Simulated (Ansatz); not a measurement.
A made-up structure of MgH2SeO, closed shell:

O1  (-1.798, -0.197, -0.418)
Mg2  (-0.153, 0.251, 0.001)
Se3  (2.083, 0.888, 0.642)
H4  (-2.611, -0.413, -0.854)
H5  (0.328, -1.006, -1.071)
(Å)

It is relaxed with PBE-D4/def2-SVP and then PBE0-D4/def2-TZVP (Ansatz 0.2.0). Atoms count as bonded within 1.22 times the sum of their covalent radii (H–H: 0.88 Å). The end point is not checked to be a true minimum.

Task: Does its bonding change? (A judgement: the text doesn't fix the answer.)

Result: By the calculation: Yes. Formed: Se3–H5; broken: Mg2–H5.

Where it ends: The first stage lowers the energy by 3.69 eV in 16 steps. It ends as MgH₂SeO ([OH][Mg][SeH]):
O1  (-2.287, -0.178, -0.380)
Mg2  (-0.565, 0.102, -0.167)
Se3  (1.790, 0.462, 0.204)
H4  (-3.179, -0.169, -0.701)
H5  (2.091, -0.694, -0.655)
(Å)

Labels in which every atom is bracketed show which atoms are joined, not bond orders.

For scale, one of the runs: PBE0-D4/def2-TZVP relaxation, 123 basis functions, launched by `ansatz run in.yaml --threads 2 --pin off --events-out ev --progress --plain --max-ram 4352MiB`. Hardware: 2 CPU threads of an Arm Neoverse V2, shared host. Wall time about 24 s.
